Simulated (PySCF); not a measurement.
Compound: C7H5FO.
Atom-mapped SMILES: `[O:1]=[C:2]([F:3])[c:4]1[cH:5][cH:6][cH:7][cH:8][cH:9]1` (hydrogens: H10 on C5; H11 on C6; H12 on C7; H13 on C8; H14 on C9)

The same species was optimised twice, with GFN2-xTB and with PBE0-D3(BJ)/def2-SVP (PySCF), and the same property calculations (PySCF, gas phase) were run on both structures.

```tsv
coordinate	GFN2-xTB	PBE0-D3(BJ)/def2-SVP	change
C2–F3 (Å)	1.370	1.343	-0.027
C2–C4 (Å)	1.462	1.477	+0.015
C5–C6 (Å)	1.382	1.392	+0.010
C8–C9 (Å)	1.380	1.390	+0.010
C7–C8 (Å)	1.388	1.396	+0.008
C6–C7 (Å)	1.387	1.395	+0.008
C4–C5 (Å)	1.395	1.399	+0.004
C4–C9 (Å)	1.397	1.400	+0.003
O1=C2 (Å)	1.185	1.186	+0.001
O1–C2–C4 (°)	129.2	127.2	-2.0
O1–C2–F3 (°)	118.6	120.4	+1.8
C5–C6–C7 (°)	120.2	120.0	-0.2
C5–C4–C9 (°)	120.0	120.2	+0.2
F3–C2–C4 (°)	112.3	112.4	+0.1
C7–C8–C9 (°)	119.9	119.9	0.0
C2–C4–C5 (°)	122.0	122.0	0.0
C2–C4–C9 (°)	117.9	117.8	-0.1
O1–C2–C4–C5 (°)	180	180	0
```

Rotational constants: A = 3870, B = 1223, C = 929.4 MHz (GFN2-xTB) against A = 3847, B = 1217, C = 924.7 MHz (PBE0-D3(BJ)/def2-SVP). Point groups within 0.08 Å: Cs and Cs.

On the GFN2-xTB structure: HOMO (eV) -8.08 [PBE0/pcSseg-1]; LUMO (eV) -2.01 [PBE0/pcSseg-1]; dipole (D) 4.09 [PBE0/pcSseg-1]; GIAO shielding of O1 (ppm) -93.2 [PBE0/pcSseg-1]; GIAO shielding of C2 (ppm) 21.0 [PBE0/pcSseg-1]; GIAO shielding of F3 (ppm) 152.5 [PBE0/pcSseg-1]; GIAO shielding of C4 (ppm) 57.2 [PBE0/pcSseg-1]; GIAO shielding of C5/C9 (mean) (ppm) 47.3 [PBE0/pcSseg-1]; GIAO shielding of C6/C8 (mean) (ppm) 52.5 [PBE0/pcSseg-1]; GIAO shielding of C7 (ppm) 45.3 [PBE0/pcSseg-1].

Question: What do these properties become on the PBE0-D3(BJ)/def2-SVP structure?

Answer: 
```csv
property,level,on GFN2-xTB,on PBE0-D3(BJ)/def2-SVP,change
HOMO (eV),PBE0/pcSseg-1,-8.08,-8.00,+0.08
LUMO (eV),PBE0/pcSseg-1,-2.01,-1.95,+0.06
dipole (D),PBE0/pcSseg-1,4.09,3.87,-0.22
"energy, GFN2-xTB geometry as zero (kcal/mol)",PBE0/pcSseg-1,0.0,-0.2,-0.2
GIAO shielding of O1 (ppm),PBE0/pcSseg-1,-93.2,-90.7,+2.5
GIAO shielding of C2 (ppm),PBE0/pcSseg-1,21.0,21.2,+0.2
GIAO shielding of F3 (ppm),PBE0/pcSseg-1,152.5,164.2,+11.7
GIAO shielding of C4 (ppm),PBE0/pcSseg-1,57.2,54.6,-2.6
GIAO shielding of C5/C9 (mean) (ppm),PBE0/pcSseg-1,47.3,46.1,-1.2
GIAO shielding of C6/C8 (mean) (ppm),PBE0/pcSseg-1,52.5,50.3,-2.2
GIAO shielding of C7 (ppm),PBE0/pcSseg-1,45.3,43.5,-1.8
```

The heavy atoms differ by 0.013 Å rms after alignment. Among bonds between heavy atoms C2–F3 changes most (-0.027 Å). Changes are differences of the printed values. Neither structure is proved a minimum here.

The values belong to the conformer `[O:1]=[C:2]([F:3])[c:4]1[cH:5][cH:6][cH:7][cH:8][cH:9]1`: O1–C2–C4–C5 180°.
